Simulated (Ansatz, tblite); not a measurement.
Forces on the cluster Te5Pb4 at its PBE-D4/def2-SVP geometry. The state is a singlet with charge 0.

In the def2 sets Pb, Te take a core potential; there is no spin–orbit coupling. The xTB rows come from tblite. Another isomer (singlet) lies 1.01 eV lower at PBE0-D4/def2-SVP; other spin states weren't run for this one.

GFN1-xTB (tblite), largest force 1.54 eV/Å:

```xyz
9
positions Å, forces eV/Å
Pb   -1.129   -0.442    1.450    0.137   -0.171   -1.031
Pb    3.649   -1.907    1.248   -0.297    0.090   -0.184
Pb    1.505   -0.137   -1.568    0.186    0.155    0.848
Pb   -2.241    2.238   -1.232   -0.100   -0.889    0.725
Te    4.190    0.374   -0.367   -0.747   -0.546   -0.045
Te   -3.031   -0.718   -0.944    0.596    1.163    0.809
Te    0.335    1.955    0.325   -0.856   -1.103   -0.575
Te    0.895   -2.521    0.287    0.159    1.460    0.056
Te   -4.172    1.158    0.801    0.920   -0.160   -0.603
```

GFN2-xTB (tblite), largest force 1.55 eV/Å:

```
Pb 0.215 -0.080 -1.171
Pb -0.328 0.659 -0.641
Pb 0.374 0.146 1.038
Pb -0.215 -1.181 0.985
Te -0.853 -0.979 0.186
Te 0.609 1.081 0.677
Te -0.761 -0.842 -0.504
Te 0.227 1.050 0.088
Te 0.732 0.146 -0.659
```

PBE-D4/def2-SVP (Ansatz), largest force 0.03 eV/Å:

```
Pb 0.019 -0.012 -0.004
Pb -0.014 0.022 -0.007
Pb 0.011 -0.019 0.006
Pb -0.001 -0.003 0.006
Te -0.008 -0.013 -0.005
Te -0.009 0.019 0.000
Te -0.010 -0.003 0.013
Te 0.003 0.016 0.004
Te 0.009 -0.006 -0.012
```
